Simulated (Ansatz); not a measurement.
Two isomers of CH7ClOSi2: A = `CO[SiH2][SiH2]Cl`, B = `C[Si](O)([SiH3])Cl`.

Program: Ansatz. Geometries: PBE0-D4/def2-TZVP. ΔE: electronic, gas phase. CBS: MP2 limit from def2 TZ/QZ plus the TZ coupled-cluster correction, frozen cores. DFT in def2-TZVPP. B3LYP here is the variant with VWN-RPA as its local correlation; programs differ in this. Each species was taken in one conformer, which may not be the lowest.

A:

Z-matrix (Å, degrees):
```
C
O 1 1.411
H 1 1.091 2 108.3
H 1 1.096 2 111.3 3 -119.3
H 1 1.096 2 111.3 3 119.3
Si 2 1.645 1 122.8 3 -180.0
Si 6 2.339 2 106.7 1 -179.9
H 6 1.492 2 111.1 1 -59.6
H 6 1.492 2 111.1 1 59.8
Cl 7 2.068 6 106.4 2 179.7
H 7 1.484 6 112.7 2 61.7
H 7 1.484 6 112.7 2 -62.2
```

B:

```xyz
12

C    -0.3846   -1.1065   -1.2902
Si    0.4143   -0.3409    0.2032
O     0.1227   -1.1977    1.5739
Si   -0.2472    1.8569    0.6487
Cl    2.4575   -0.3255   -0.1687
H    -0.1786   -0.5125   -2.1834
H     0.0003   -2.1158   -1.4600
H    -1.4674   -1.1659   -1.1534
H     0.4515   -2.0972    1.6275
H    -1.7054    1.9135    0.9411
H     0.0286    2.6972   -0.5478
H     0.5082    2.3945    1.8092
```

(1) Which is lower in electronic energy at CCSD(T)/CBS, and by how much? (An estimate is asked.)

(2) Give E(B) − E(A) in kJ/mol with PBE-D4, HF/def2-TZVPP, B2PLYP, PBE0-D4, r2SCAN-D4, B3LYP-D4, ωB97M-V. (Estimate.)

(3) Does the order hold for the free energy at 298.15 K (harmonic terms from PBE0-D4)? (An estimate is asked.)

Largest T1 diagnostic: 0.011.

Answers

(1) Computed: B, by 128.0 kJ/mol.

(2) The calculation gave: PBE-D4 -127.8, HF/def2-TZVPP -104.8, B2PLYP -121.4, PBE0-D4 -128.6, r2SCAN-D4 -131.0, B3LYP-D4 -121.3, ωB97M-V -128.6. None reverses the order clearly.

(3) The calculation gave: Yes: G(B) − G(A) = -125.9 kJ/mol, for one conformer each. Modes under 60 cm⁻¹, often nearly free rotors, make the harmonic entropy too high.

The D4 term adds −5.6 kJ/mol with B3LYP and −3.1 kJ/mol with PBE0; it sums over pairs of atoms, weighted by their polarisabilities, and B3LYP, whose exchange is more repulsive, gets the larger term. At CCSD(T), def2-SVP lies +19.4 kJ/mol from the extrapolated value and def2-TZVPP +2.6 kJ/mol.
